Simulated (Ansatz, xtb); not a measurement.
## Two isomers of C6H6N2

Structure a: `N#C[C@H]1C[C@@H](C#N)C1`, a singlet. Structure b: `N#CC1(C#N)CCC1`, a singlet. Both are isolated molecules in the gas phase, relaxed with r2SCAN-D4/def2-SVP.

Question: Estimate E(b) − E(a) at the level CCSD(T)/def2-SVP + ΔMP2/def2-TZVPP.

Answer: Calculated at CCSD(T)/def2-SVP + ΔMP2/def2-TZVPP: E(b) − E(a) = +4.7 kcal/mol, so structure a lies lower.

Level by level:

| level | geometry | E(b) − E(a) (kcal/mol) | departure from the last row (kcal/mol) | job, with rough time for the two |
| --- | --- | --- | --- | --- |
| r2SCAN-D4/def2-SVP | r2SCAN-D4/def2-SVP | +5.8 | +1.0 | optimisation, 89 s |
| HF/def2-SVP | r2SCAN-D4/def2-SVP | +6.7 | +2.0 | part of the CCSD(T) run |
| MP2/def2-SVP | r2SCAN-D4/def2-SVP | +3.7 | −1.1 | part of the CCSD(T) run |
| CCSD(T)/def2-SVP | r2SCAN-D4/def2-SVP | +4.0 | −0.7 | single point |
| CCSD(T)/def2-SVP + ΔMP2/def2-TZVPP | r2SCAN-D4/def2-SVP | +4.7 |  | single point, 2.5 min |

As drawn, both hold the same kinds of bond in the same numbers.

None of the levels shown reverses the order. The largest departure from CCSD(T)/def2-SVP + ΔMP2/def2-TZVPP is that of HF/def2-SVP, 2.0 kcal/mol. No reliable frequencies are at hand for a, so it isn't confirmed as a minimum. Levels run at GFN2-xTB geometries aren't shown. The last row adds to CCSD(T) the change of the MP2 difference between the two basis sets, here +0.7 kcal/mol.

The correlated steps freeze 8 core orbitals. Run with Ansatz 0.2.0, xtb 6.7.1; the last row on 2 threads of Arm Neoverse V2 on a shared host.
